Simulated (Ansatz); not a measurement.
Ansatz (a quantum-chemistry and plane-wave program) input (HF/6-31G* with LANL2DZ past Ar): The .json file joins the Basis Set Exchange's 6-31G* for atoms up to Ar and LANL2DZ past it.

Ansatz 0.2 input:
```yaml
crystal:
  periodic: [false, false, false]
  atoms:
    - {symbol: Rb, position_ang: [-0.00000000, -0.00000000, -0.46082120]}
    - {symbol: F, position_ang: [0.00000000, 0.00000000, 1.89448715]}
basis:
  gaussian:
    orbitals: 6-31Gs+LANL2DZ.json
hamiltonian:
  xc: {name: HF}
relax: {f_tol: 0.003, max_steps: 120}
```

Question: What final total energy does it give?

Answer: -123.00736 Eh.
